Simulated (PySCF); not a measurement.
Work out the structure from these simulated measurements.

Formula: C5H4N2OS.

| Quantity | Value |
| --- | --- |
| 13C NMR | chemical shifts (computed TMS as zero) by class: 175.8 (1 C), 123.3 (1 C), 106.5 (1 C), 75.0 (1 C), 60.3 (1 C) ppm [GIAO PBE0/pcSseg-1] |
| Rotational structure | rotational constants A, B, C: 1.850, 1.455, 0.818 GHz [GFN2-xTB] |
| Triplet | lowest triplet excitation (Tamm–Dancoff): 2.73 eV [TDA CAM-B3LYP/def2-SVPD] |
| UV, strongest line | among the 8 lowest singlet transitions: S2 at 4.35 eV (285 nm, f = 0.176) [TDDFT CAM-B3LYP/def2-SVPD] |
| UV, first state | lowest singlet excitation: 3.88 eV (319 nm, f = 0.002) [TDDFT CAM-B3LYP/def2-SVPD] |
| Polarisability | 96.7 au [CAM-B3LYP/def2-SVPD] |

The electronic properties come from PySCF, for the isolated species, density fitting. Levels stand in brackets. The structure is a single GFN2-xTB conformer in the gas phase; no vibrational or solvent corrections. Each NMR value is the plain mean over a class of atoms that symmetry, rotation or inversion makes alike.

**Question.** Propose a structure and show how it fits.

**Answer.** Numbering: `[CH:1]#[C:2][c:3]1[s:4][n:5][n:6][c:7]1[O:8][CH3:9]`. Its formula, C5H4N2OS, gives 5 degrees of unsaturation: 1 ring and 4 π bonds in the structure found (Kekulé form). 5 carbons fall into 5 classes; from least to most shielded: aromatic carbon bearing oxygen [C7] (175.8 ppm), substituted aromatic carbon [C3] (123.3 ppm), terminal alkyne carbon [C1] (106.5 ppm), alkyne carbon [C2] (75.0 ppm), methoxy carbon [C9] (60.3 ppm). S1 is mainly HOMO−1→LUMO (weight 0.95); the largest Löwdin shares of the orbital it empties are 0.31 on a pyridine-type nitrogen, 0.30 on a pyridine-type nitrogen, 0.10 on the ring sulfur and 0.09 on the terminal alkyne carbon, of the orbital it fills 0.23 on a pyridine-type nitrogen, 0.22 on the ring sulfur, 0.15 on the substituted aromatic carbon and 0.12 on a pyridine-type nitrogen. The optimised geometry has point group Cs and is an asymmetric top. Structure: `C(c1c(OC)nns1)#C`. Computed isomers that give other values at the same levels: `C=Cc1nnc(C=O)s1` (13C chemical shifts (computed TMS as zero) by class: 189.2 (1 C), 174.9 (1 C), 172.1 (1 C), 136.1 (1 C), 131.9 (1 C) ppm). The assignments are read from this structure; whether some other isomer fits the data as well wasn't checked.

The values belong to the conformer `[CH:1]#[C:2][c:3]1[s:4][n:5][n:6][c:7]1[O:8][CH3:9]`: N6–C7–O8–C9 0°.
